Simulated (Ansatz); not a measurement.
Born–Oppenheimer molecular dynamics of AlF2H3OS (8 atoms, charge 0, multiplicity 1). It starts at the highest image of a converged band, a first-order saddle point between two minima.

Method: RKS BHLYP-D4/def2-SVP (Ansatz 0.2.0).

| Item | Value |
| --- | --- |
| ensemble | NVE (velocity Verlet) |
| time step | 0.5 fs |
| steps asked | 200 |
| starting velocities drawn for | 100 K |
| seed | 4792 |

First frame:

```xyz
8
Properties=species:S:1:pos:R:3
Al -0.678 -0.379 -0.425
S 1.575 0.274 -0.787
F -0.934 -1.986 -0.699
F -1.716 0.716 -1.092
H 0.993 0.235 0.671
O -0.170 -0.013 1.247
H 1.282 1.566 -1.009
H -0.352 -0.415 2.093
```

**Question.** How far do the bonds stretch over the last three quarters of this one trajectory? (Pairs bonded in most of those frames.)

**Answer.** 
```csv
bond,mean (Å),spread (Å),shortest,longest
Al1–S2,2.210,0.052,2.14,2.31
Al1–F3,1.663,0.025,1.62,1.71
Al1–F4,1.660,0.023,1.62,1.70
Al1–O6,2.032,0.139,1.81,2.22
S2–H7,1.343,0.002,1.34,1.35
H5–O6,0.966,0.036,0.91,1.03
O6–H8,0.963,0.024,0.93,1.01
```

Mean temperature of the second half: 623 K. The conserved energy stayed within 0.29 meV per atom of its start (net change 0.026 meV per atom), so the integration is sound. The system heated up, since it started high on the potential surface and ran downhill. A run of 0.1 ps of so small a system gives no equilibrium averages. The orbitals stay closed-shell, which can raise the energy where a bond breaks towards radicals; this wasn't checked here.

The run took 5.7 min on 2 threads of Arm Neoverse V2, with other jobs on the host, peak memory 0.19 GiB.
